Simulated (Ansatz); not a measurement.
Geometry optimisation, RKS B3LYP-D4/def2-mTZVP (Ansatz 0.2.0).

Input:

```yaml
crystal:
  periodic: [false, false, false]
  atoms:
    - { symbol: Ga, position_ang: [0.0, 0.0, 0.0] }
    - { symbol: O, position_ang: [0.0, 0.0, 1.79] }
    - { symbol: H, position_ang: [-0.9095, -0.2814, 2.1271] }
    - { symbol: H, position_ang: [1.3596, 0.0, -0.785] }
    - { symbol: "N", position_ang: [-1.6714, 0.0, -0.965] }
    - { symbol: H, position_ang: [-2.3403, -0.8164, -0.8664] }
    - { symbol: H, position_ang: [-1.9204, 0.8164, -1.5936] }
basis:
  gaussian: { orbitals: def2-mTZVP }
hamiltonian:
  xc: b3lyp
  dispersion: d4
relax:
  f_tol: 0.02
  max_steps: 40
```

Command:

```bash
$ ansatz run input.yaml --threads 1 --pin off --max-ram 2048MiB --backend cpu --events-out ev --progress --plain --runs-dir out
```

Where does it end, and by what steps?

The run converged. After 8 steps the energy has fallen by 0.622 eV; H6 moved furthest, 0.76 Å.

```json
{"step": "0", "energy less start (eV)": "0.0000", "largest force component (eV/Å)": "1.950", "accepted": "yes"}
{"step": "1", "energy less start (eV)": "-0.2837", "largest force component (eV/Å)": "2.348", "accepted": "yes"}
{"step": "2", "energy less start (eV)": "-0.4779", "largest force component (eV/Å)": "1.087", "accepted": "yes"}
{"step": "3", "energy less start (eV)": "-0.5741", "largest force component (eV/Å)": "0.475", "accepted": "yes"}
{"step": "4", "energy less start (eV)": "-0.6139", "largest force component (eV/Å)": "0.110", "accepted": "yes"}
{"step": "5", "energy less start (eV)": "-0.6143", "largest force component (eV/Å)": "0.220", "accepted": "yes"}
{"step": "6", "energy less start (eV)": "-0.6213", "largest force component (eV/Å)": "0.025", "accepted": "yes"}
{"step": "7", "energy less start (eV)": "-0.6215", "largest force component (eV/Å)": "0.024", "accepted": "yes"}
{"step": "8", "energy less start (eV)": "-0.6216", "largest force component (eV/Å)": "0.003", "accepted": "yes"}
```

```xyz
7
Properties=species:S:1:pos:R:3
Ga -0.028 0.055 -0.050
O -0.027 -0.269 1.723
H -0.892 -0.447 2.114
H 1.333 0.350 -0.733
N -1.627 0.018 -0.929
H -2.519 -0.175 -0.497
H -1.721 0.185 -1.921
```

Whether the end is a true minimum wasn't checked by a vibrational analysis.

The run took 29 s on 1 thread of Arm Neoverse V2, on a shared host, peak memory 0.17 GiB.
